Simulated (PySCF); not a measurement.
Cartesian coordinates in Å; atom numbers follow the order of the lines, from 1:
```xyz
11

C     2.213   -0.264    0.535
N     1.230    0.504    0.733
Ge   -0.091    0.735   -0.552
C    -1.806    0.182    0.238
N    -2.684   -0.546   -0.319
H     2.982   -0.390    1.321
H     2.394   -0.850   -0.393
H    -0.103    2.231   -0.909
H     0.159   -0.138   -1.810
H    -2.025    0.538    1.262
H    -2.389   -0.831   -1.262
```

Geometry: PBE0-D3(BJ)/def2-SVP; GIAO shifts from PySCF, gas phase, non-relativistic, averaged over equivalent atoms.

At PBE0/aug-cc-pVDZ (182 basis functions, 20 s wall time on 1 thread of an Arm Neoverse V1, shared host):
```csv
atoms,δ (ppm)
C4,185.1
C1,167.9
N5,397.2
N2,391.8
Ge3,-81.9
H11,11.84
H10,9.70
H6,9.01
H7,8.89
H8/H9,5.18
```

Chemical shifts δ = σref − σ; TMS for 13C (195.12 ppm), 1H (31.39 ppm); 15N (269.84 ppm) vs NH3; GeMe4 for 73Ge (1514.03 ppm), all at this level.

Q: Predict the values at PBE0/cc-pVTZ on the same geometry.

A: 
| atoms | δ at PBE0/cc-pVTZ | change |
| --- | --- | --- |
| C4 | 189.8 | +4.7 |
| C1 | 174.0 | +6.1 |
| N5 | 428.2 | +31.0 |
| N2 | 414.8 | +23.0 |
| Ge3 | -64.8 | +17.1 |
| H11 | 12.06 | +0.22 |
| H10 | 9.49 | -0.21 |
| H6 | 8.76 | -0.25 |
| H7 | 8.68 | -0.21 |
| H8/H9 | 4.93 | -0.25 |

Scale: 13C (σ = 187.29 ppm) and 1H (σ = 31.29 ppm) against TMS; 15N (σ = 266.77 ppm) against NH3; 73Ge (σ = 1415.47 ppm) vs GeMe4 (reference shieldings calculated alike).

The largest change is at N5 (nitrogen bonded to C, H). Cost: 247 basis functions, 31 s wall time on 1 thread of an Arm Neoverse V1, shared host.

Relativistic effects, spin–orbit coupling among them, are left out; they matter for Ge and for the light atoms bonded to it. Experimental scales use liquid or dissolved standards, which lie at an offset from isolated NH3 (liquid NH3: subtract about 20 ppm). Unscaled 15N shifts of sp2 nitrogen come out 20 to 40 ppm too high even then.
